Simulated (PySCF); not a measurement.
This PySCF input asks for the NMR shieldings of SMILES Fc1cc[n+]([AlH3-])cc1F, C5H6AlF2N; the geometry comes from GFN2-xTB.

```python
import basis_set_exchange as bse
import numpy as np
from pyscf import gto, dft
from pyscf.prop import nmr

atoms = """
F    -3.468551   -0.158002   -0.188397
C    -2.144060   -0.112005   -0.093389
C    -1.375508   -1.195488   -0.495420
C    -0.002116   -1.100939   -0.366391
N     0.592973   -0.026492    0.125021
Al    2.593545    0.131927    0.005863
C    -0.122817    1.017878    0.502569
C    -1.504054    1.021904    0.411214
F    -2.204542    2.085676    0.801778
H    -1.853465   -2.076471   -0.892875
H     0.668740   -1.899140   -0.653241
H     2.829625    1.137478    1.190315
H     2.593209    0.702470   -1.461353
H     2.961319   -1.383996    0.204600
H     0.431287    1.863191    0.887792
"""
names = dict.fromkeys(["F", "C", "N", "Al", "H"], "pcSseg-1")
basis = {el: gto.basis.parse(bse.get_basis(n, elements=[el], fmt="nwchem")) for el, n in names.items()}
mol = gto.M(atom=atoms, basis=basis, charge=0, verbose=0)
mf = dft.RKS(mol, xc="PBE0")
mf.grids.level = 2
mf.grids.alignment = dft.numint.BLKSIZE   # the property module wants whole blocks of grid points
mf.conv_tol = 1e-9
mf.kernel()

calc = nmr.RKS(mf)   # GIAO
C = mf.mo_coeff
Co = C[:, mf.mo_occ > 0]
resp = mf.gen_response(singlet=True, hermi=2)
def vind(x):   # induced exchange potential for any number of trial vectors
    d = np.einsum("pi,xij,qj->xpq", C, 2 * x.reshape(-1, C.shape[1], Co.shape[1]), Co, optimize=True)
    return np.einsum("xpq,pi,qj->xij", resp(d - d.transpose(0, 2, 1)), C, Co, optimize=True).ravel()
mo1, _ = nmr.rhf.solve_mo1(calc, with_cphf=vind)
sigma = calc.kernel(mo1)
for i, s in enumerate(sigma):   # ppm
    w = np.linalg.eigvalsh((s + s.T) / 2)
    print("%2d %-2s iso %8.1f  s11 %8.1f  s22 %8.1f  s33 %8.1f" % (i, mol.atom_pure_symbol(i), w.mean(), *w))
```

Task: What does it print?

Result: 
```
 0 F  iso    290.4  s11    195.7  s22    248.1  s33    427.6
 1 C  iso     17.4  s11    -51.4  s22     10.4  s33     93.3
 2 C  iso     65.5  s11    -22.3  s22     54.6  s33    164.3
 3 C  iso     34.5  s11    -63.8  s22     17.6  s33    149.9
 4 N  iso    -17.5  s11   -193.4  s22   -128.3  s33    269.2
 5 Al iso    410.4  s11    374.6  s22    424.0  s33    432.6
 6 C  iso     40.0  s11    -46.6  s22     24.8  s33    141.8
 7 C  iso     28.6  s11    -31.6  s22     21.8  s33     95.5
 8 F  iso    322.9  s11    245.0  s22    293.3  s33    430.6
 9 H  iso     24.1  s11     20.9  s22     24.0  s33     27.4
10 H  iso     22.7  s11     17.7  s22     22.6  s33     27.6
11 H  iso     27.2  s11     23.4  s22     27.2  s33     30.9
12 H  iso     27.2  s11     24.5  s22     25.8  s33     31.3
13 H  iso     27.2  s11     23.5  s22     27.0  s33     31.0
14 H  iso     22.4  s11     17.7  s22     21.6  s33     28.1
```

These numbers come from an equivalent density-fitted implementation of the same equations, which agrees with the script to about 0.01 ppm for H and up to a few tenths of a ppm for heavy atoms, so last digits may differ.

Size and cost of the density-fitted run: 190 basis functions, about 80 core-seconds.
